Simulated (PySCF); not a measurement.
## CH8B3N3O

The system: CH8B3N3O, a molecule; neutral, singlet. The structure, one conformer, was relaxed in the gas phase by PBE0-D3(BJ)/def2-SVP. No frequency run checks that it is a minimum.

SMILES: COB1NBNBN1

Coordinates in Å:
```
N1     -0.764    1.369   -0.291
B2     -2.118    0.956   -0.178
N3     -2.366   -0.416    0.144
B4     -1.314   -1.355    0.349
N5      0.029   -0.891    0.224
B6      0.338    0.473   -0.097
O7      1.611    0.963   -0.227
C8      2.732    0.151   -0.051
H9     -0.551    2.332   -0.517
H10    -3.029    1.734   -0.346
H11    -3.323   -0.730    0.229
H12    -1.548   -2.511    0.621
H13     0.775   -1.558    0.370
H14     2.781   -0.278    0.967
H15     2.763   -0.681   -0.779
H16     3.636    0.760   -0.202
```

Shieldings: GIAO PBE0/pcSseg-1. Shifts are against computed references at the same level: C TMS (σ 184.4 ppm), H TMS (σ 31.27 ppm). Core levels by delta-SCF with SCAN, pcX-2 on the ionised atom and pcseg-1 elsewhere, spin-free X2C; from the vacuum level, for chosen atoms.

(1) Give the shieldings and core levels atom by atom.

(2) By CAM-B3LYP/def2-SVPD (TDDFT singlets, Tamm-Dancoff triplets, ionisation by delta-SCF), where does absorption start, and what does vertical ionisation take?

## Answers

(1) 
```json
{"atoms": "N1", "bonded to": "2 B + 1 H", "σ (ppm)": "141.3", "δ (ppm)": "-", "core level (eV)": "1s 404.36"}
{"atoms": "B2", "bonded to": "2 N + 1 H", "σ (ppm)": "72.4", "δ (ppm)": "-", "core level (eV)": "1s 195.58"}
{"atoms": "N3", "bonded to": "2 B + 1 H", "σ (ppm)": "126.6", "δ (ppm)": "-", "core level (eV)": "-"}
{"atoms": "B4", "bonded to": "2 N + 1 H", "σ (ppm)": "72.2", "δ (ppm)": "-", "core level (eV)": "-"}
{"atoms": "N5", "bonded to": "2 B + 1 H", "σ (ppm)": "148.9", "δ (ppm)": "-", "core level (eV)": "1s 404.56"}
{"atoms": "B6", "bonded to": "2 N + 1 O", "σ (ppm)": "78.5", "δ (ppm)": "-", "core level (eV)": "1s 196.55"}
{"atoms": "O7", "bonded to": "1 B + 1 C", "σ (ppm)": "268.6", "δ (ppm)": "-", "core level (eV)": "1s 538.31"}
{"atoms": "C8", "bonded to": "1 O + 3 H", "σ (ppm)": "133.4", "δ (ppm)": "51.0", "core level (eV)": "-"}
{"atoms": "H9", "bonded to": "1 N", "σ (ppm)": "26.63", "δ (ppm)": "4.64", "core level (eV)": "-"}
{"atoms": "H10", "bonded to": "1 B", "σ (ppm)": "26.59", "δ (ppm)": "4.68", "core level (eV)": "-"}
{"atoms": "H11", "bonded to": "1 N", "σ (ppm)": "26.06", "δ (ppm)": "5.20", "core level (eV)": "-"}
{"atoms": "H12", "bonded to": "1 B", "σ (ppm)": "26.55", "δ (ppm)": "4.72", "core level (eV)": "-"}
{"atoms": "H13", "bonded to": "1 N", "σ (ppm)": "26.75", "δ (ppm)": "4.52", "core level (eV)": "-"}
{"atoms": "H14 H15 H16", "bonded to": "1 C", "σ (ppm)": "27.67", "δ (ppm)": "3.60", "core level (eV)": "-"}
```

Values are those of this one static structure, with the three H of a rotating XH3 group averaged; atoms that internal rotation interchanges would show their mean in an NMR spectrum.

The core-hole state of B2 is spin-contaminated (⟨S²⟩ 0.81 against 0.75 for a pure doublet), so that value and differences from it are less sure.

(2) The lowest singlet lies at 6.94 eV (f 0.036), the strongest of the first 6 at 7.95 eV (f 0.086), the lowest triplet at 6.38 eV; vertical ionisation takes 9.67 eV.

The 3 runs behind this took 4.3 min in all, one thread each of Arm Neoverse V1 on a shared host, launched as `OMP_NUM_THREADS=1 python cluster_run.py task.json out`.
